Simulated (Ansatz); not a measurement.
Cost and result for the atomization energy of CH₈O₄Si₂, SMILES `C[SiH](O)O[SiH](O)O` (15 atoms, 14 bonds).

Cartesian coordinates in Å:
```
C 0.6724 -1.9606 -1.5053
Si -0.6079 -1.0458 -0.5378
O -1.2862 0.0924 -1.5013
O 0.0825 -0.3134 0.7722
Si 0.0994 1.1373 1.4812
O 1.4677 1.9905 1.2121
O -1.1147 2.0061 0.7933
H 1.1390 -2.7366 -0.8936
H 1.4504 -1.2787 -1.8567
H 0.2200 -2.4409 -2.3765
H -1.6376 -1.9721 0.0008
H -1.6055 0.8751 -1.0398
H -0.0987 0.9468 2.9326
H 2.2632 1.7388 1.6821
H -1.0438 2.9610 0.8366
```

Charge 0, multiplicity 1. Geometry: relaxed with PBE0-D4/def2-TZVP. It is one conformer, not always the lowest. Program: Ansatz. All runs use 2 threads of an AMD EPYC 7R13 on a shared host and a share of an NVIDIA H100 80 GB. Times are those of one run each, without the atoms' runs, and a repeat can differ threefold. Electronic energies, without spin–orbit coupling; frozen cores. CCSD(T)/CBS adds CCSD(T) − MP2 in def2-TZVPP to the MP2 limit, and its time is that of the two runs behind it. T1 = 0.011. B3LYP takes the VWN-RPA correlation (the form of Gaussian; ORCA's B3LYP/G).

CCSD(T)/CBS is a level of theory with its own doubt, some kJ/mol a heavy atom from the limit and from the frozen cores, so smaller differences don't rank the functionals.

| level | functions | wall time | atomization (kJ/mol) | difference from CCSD(T)/CBS | per bond |
| --- | --- | --- | --- | --- | --- |
| PBE0-D4/def2-TZVPP | 351 | 2 s | 5949.0 | -108.4 | -7.7 |
| B3LYP-D4/def2-TZVPP (with forces) | 351 | 2.6 s | 5991.1 | -66.3 | -4.7 |
| ωB97X-V/def2-TZVPP | 351 | 3.1 s | 6032.1 | -25.3 | -1.8 |
| PBE-D4/def2-TZVPP (with forces) | 351 | 3.6 s | 6057.1 | -0.3 | 0.0 |
| B2PLYP/def2-TZVPP | 351 | 3.8 s | 5952.0 | -105.4 | -7.5 |
| MP2/def2-QZVPP | 665 | 3.8 s | 6126.6 | 69.2 | 4.9 |
| ωB97M-V/def2-TZVPP (with forces) | 351 | 4.1 s | 6041.0 | -16.4 | -1.2 |
| r2SCAN-D4/def2-TZVPP (with forces) | 351 | 4.9 s | 6027.4 | -30.0 | -2.1 |
| CCSD(T)/def2-TZVPP | 351 | 10 s | 5877.3 | -180.1 | -12.9 |
| CCSD(T)/CBS(def2) | – | 14 s | 6057.4 | 0.0 | 0.0 |

From PBE to PBE0 (25 % exact exchange), in def2-TZVPP and without D4, the atomization energy moves by −102.9 kJ/mol: exact exchange takes away binding that semilocal exchange gives to molecules. In def2-TZVPP, CCSD(T) changes the Hartree–Fock value by +1496.0 kJ/mol (the triples alone add +82.4 kJ/mol) and MP2 by +1636.5 kJ/mol; breaking electron pairs costs correlation energy, which Hartree–Fock lacks. The D4 term adds +57.2 kJ/mol with B3LYP and +30.4 kJ/mol with PBE0; it sums over pairs of atoms, weighted by their polarisabilities, and B3LYP, whose exchange is more repulsive, gets the larger term.
